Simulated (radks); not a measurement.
Re IV, 72 electrons, occupied as [Kr] 4d10 4f14 5s2 5p5 5d4 5f1 (not the ground configuration). Calculated with a radial shooting solver on a logarithmic mesh with Libxc functionals: Dirac Kohn-Sham, PBE, spin-unpolarised, spherical densities, point nucleus; open shells fill j = l - 1/2 first.

Radial electron density D(r) = 4 pi r^2 rho(r):

r (bohr)   D(r) (e/bohr)
0.0007863          5.799
0.0009154          7.334
0.001074           9.358
0.001251           11.75
0.001468           14.86
0.001708           18.48
0.002005           23.10
0.002334           28.35
0.002739           34.86
0.003214           42.42
0.003742           50.53
0.004391           59.91
0.005112           69.37
0.005999           79.44
0.006984           88.54
0.008196           96.87
0.009541           102.8
0.0112             106.3
0.01314            106.6
0.0153             104.2
0.01795            99.89
0.0209             95.97
0.02452            94.49
0.02855            97.61
0.0335             106.4
0.039              118.5
0.04577            130.8
0.05371            137.4
0.06253            134.8
0.07338            124.0
0.08542            112.2
0.1002             106.8
0.1167             112.0
0.1369             122.8
0.1594             126.3
0.1871             114.1
0.2196             90.16
0.2556             71.00
0.2999             66.27
0.3492             73.27
0.4098             78.56
0.477              72.13
0.5598             55.44
0.6517             38.65
0.7648             26.36
0.8975             19.74
1.045              15.85
1.226              12.04
1.427              8.381
1.675              5.077
1.95               2.859
2.288              1.466
2.664             0.7865
3.126             0.4636
3.669             0.3260
4.271             0.2445
5.012             0.1605
5.835            0.08792
6.847            0.03561
7.971            0.01098
9.354           0.002129
10.89          0.0002887

D(r) has 4 maxima, at r = 0.0123, 0.0555, 0.154, 0.410 bohr, and minima at 0.0239, 0.100, 0.288 bohr, inside which lie 2.02, 11.14, 29.88 electrons.
